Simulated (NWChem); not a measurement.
# C4H4F2; SMILES FC1=CC[C@H]1F

```xyz
10

F      0.8121     1.8060     0.0047
C      0.0003     0.7506     0.0132
C     -1.2950     0.5748    -0.2608
C     -1.2211    -0.9195     0.0439
C      0.2710    -0.6619     0.4476
F      1.2160    -1.3643    -0.2777
H     -2.1106     1.2301    -0.5414
H     -1.2962    -1.5804    -0.8251
H     -1.8693    -1.2882     0.8476
H      0.4919    -0.8010     1.5120
```
Atoms are numbered in this order, from 1.

Geometry: optimised at B3LYP/6-31G* (spherical d).

Task: List the 4 lowest vertical singlet excitations from Hartree-Fock/6-31G* (spherical d), CIS (NWChem).

Result: 
```csv
state,energy (eV),oscillator strength,leading excitation (squared amplitude)
S1,8.14,0.354,HOMO → LUMO (0.91)
S2,9.50,0.005,HOMO−2 → LUMO (0.72)
S3,10.01,0.012,HOMO−1 → LUMO (0.66)
S4,10.30,0.032,HOMO → LUMO+1 (0.37)
```
